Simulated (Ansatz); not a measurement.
Si(H)(PH2)3 (H7P3Si), SMILES P[SiH](P)P.

The structure is a stationary point at PBE0-D3(BJ)/def2-SVP. The values are those of a single conformer.

Two levels are set side by side: PBE/def2-SVPD (Ansatz, a program for electronic structure) and PBE0/def2-SVPD (Ansatz). Energy differences of separate SCF runs at the same geometry; the states with an electron removed or added have multiplicity 2 and 2. Differences are taken from unrounded values.

```csv
quantity,PBE
vertical ionisation energy (eV),8.73
vertical singlet–triplet gap (eV),4.83
```

**Question.** These are the PBE values. What does PBE0 give? (Estimate from the structure and the level; the computed values follow.)

**Answer.** 
| quantity | PBE0 | PBE minus PBE0 |
|---|---|---|
| vertical ionisation energy (eV) | 9.06 | -0.33 |
| vertical singlet–triplet gap (eV) | 5.19 | -0.36 |
